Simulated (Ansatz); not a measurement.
The input (input.yaml):

```yaml
crystal:
  periodic: [false, false, false]
  atoms:
    - { symbol: Zr, position_ang: [-0.880162, 0.075066, -1.109273] }
    - { symbol: S, position_ang: [1.159205, -0.290638, 2.421003] }
    - { symbol: F, position_ang: [0.036329, -1.589872, -1.191001] }
    - { symbol: F, position_ang: [-2.5396, -0.00239, -0.1857] }
    - { symbol: F, position_ang: [-1.148675, 0.734896, -2.872358] }
    - { symbol: H, position_ang: [1.050719, 0.682774, 1.465926] }
    - { symbol: H, position_ang: [0.314782, 1.400717, -0.159111] }
    - { symbol: H, position_ang: [2.007202, -1.010553, 1.630514] }
basis:
  gaussian: { orbitals: def2-SVP }
hamiltonian:
  xc: pbe
  dispersion: d4
relax:
  f_tol: 0.03
  max_steps: 50
output:
  orbitals: {}
```

Command:

```bash
$ ansatz run input.yaml --threads 2 --pin off --max-ram 3072MiB --backend cpu --events-out ev --progress --plain --runs-dir out
```

Hardware: 2 threads of Arm Neoverse V1, on a shared host.

Problem. Roughly how long does this run take, and how much memory?

Solution. 51 s, with a peak of 0.15 GiB, for 21 ionic steps.
